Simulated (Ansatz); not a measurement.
The lowest singlet and triplet of CH4Si (SMILES C[SiH]); geometries from B3LYP-D3(BJ)/def2-TZVP, each state relaxed from the structure named, with no frequency check.
Singlet (charge 0, multiplicity 1):
```
atom    x (Å)    y (Å)    z (Å)
----  -------  -------  -------
C     -1.0683  -0.4143   0.0279
Si     0.6602   0.3758  -0.0297
H     -1.1650  -1.1552  -0.7750
H     -1.8806   0.3073  -0.0585
H     -1.1895  -0.9746   0.9630
H      1.4013  -0.9525   0.1188
```

A positive gap puts the triplet lower; no zero-point energy. U- takes an unrestricted singlet (broken symmetry where lower, unprojected). The triplet is unrestricted in single-reference levels. Active spaces average the two states.

Correlated levels freeze the cores.

Codes used: Ansatz (Gaussian basis) for Hartree–Fock, density functionals and correlated methods. Each number belongs to the level named beside it.

Q: Estimate the gap E(singlet) − E(triplet), vertical, at the singlet's geometry that FIC-MRCISD+Q on SA-CASSCF(2,2)/cc-pV(T+d)Z returns for this input.

A: -30.3 kcal/mol

Q: Estimate the gap E(singlet) − E(triplet), vertical, at the singlet's geometry that U-wB97X-V/def2-TZVPP returns for this input.

A: -31.7 kcal/mol

Q: Predict the gap E(singlet) − E(triplet), vertical, at the singlet's geometry from SC-NEVPT2 on SA-CASSCF(2,2)/cc-pV(Q+d)Z.

A: -32.1 kcal/mol

Ansatz is a program for electronic structure.
